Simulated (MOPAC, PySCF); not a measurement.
Series B-XY, Y = fluoro, computed as singlets and as triplets. All species are isolated molecules in the gas phase. One relaxed conformer stands for each flexible species; it need not be the lowest. Strings in code marks are SMILES.

Quantity: adiabatic spin-state energy, in eV. Semi-empirical values (MOPAC) are differences of heats of formation. Levels without diffuse functions put anions too high.

Level 1: M06-2X/6-31G* // B3LYP-D3(BJ)/def2-TZVPD (PySCF)
Level 2: PBE/6-31G* // B3LYP-D3(BJ)/def2-TZVPD (PySCF)
Level 3: AM1 // B3LYP-D3(BJ)/def2-TZVPD (MOPAC)
Level 4: PM6 // B3LYP-D3(BJ)/def2-TZVPD (MOPAC)

```json
[
 {"species": "`C#C[B-]F`: multiplicity 3 minus multiplicity 1", "level 2": "-0.246", "level 3": "1.31", "level 4": "0.64"},
 {"species": "`F[B-][SiH3]`: multiplicity 3 minus multiplicity 1", "level 2": "0.160", "level 3": "1.56", "level 4": "0.70"},
 {"species": "`[BH-]F`: multiplicity 3 minus multiplicity 1", "level 2": "0.51", "level 3": "1.86", "level 4": "0.279"},
 {"species": "`F[B-]S`: multiplicity 3 minus multiplicity 1", "level 2": "0.92", "level 3": "1.77", "level 4": "0.77"},
 {"species": "`F[B-]Cl`: multiplicity 3 minus multiplicity 1", "level 2": "1.68", "level 3": "2.98", "level 4": "1.59"}
]
```

Task: What does level 1 give for each?

Result: 
- `C#C[B-]F`: multiplicity 3 minus multiplicity 1: -0.069
- `F[B-][SiH3]`: multiplicity 3 minus multiplicity 1: 0.189
- `[BH-]F`: multiplicity 3 minus multiplicity 1: 0.65
- `F[B-]S`: multiplicity 3 minus multiplicity 1: 1.17
- `F[B-]Cl`: multiplicity 3 minus multiplicity 1: 1.78
